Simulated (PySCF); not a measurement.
In(Cl)(Me)(OMe) (C₂H₆ClInO), SMILES C[O][In]([CH3])[Cl].

Geometry: B3LYP-D3(BJ)/def2-SVP. The structure was generated by enumeration; whether it is a known compound was not checked. The def2 effective core potentials stand for the cores of In; spin–orbit coupling is left out. One conformer was computed; it need not be the lowest.

Method: PySCF with IEF-PCM-B3LYP/def2-SVP.

The values are the electrostatic part of the solvation free energy, E(continuum) − E(gas) at the gas-phase geometry, in a cavity of scaled van der Waals radii (PySCF's table); cavitation and dispersion terms are not included. A continuum can't describe solvent molecules that bind to the metal. In vacuum the orbital gap is 5.53 eV. The dipole moment in vacuum is 4.14 D.

Problem. Estimate the values in water (ε = 78.36), ethanol (ε = 24.85), dimethylsulfoxide (ε = 46.83). (An estimate is asked for; the answer gives what the named calculation found.)

Solution. 
```
solvent                ε  ΔG(elec) (kcal/mol)  dipole (D)  gap (eV)
-----------------  -----  -------------------  ----------  --------
water              78.36                 -8.8        5.46      5.79
ethanol            24.85                 -8.4        5.39      5.78
dimethylsulfoxide  46.83                 -8.7        5.44      5.78
```
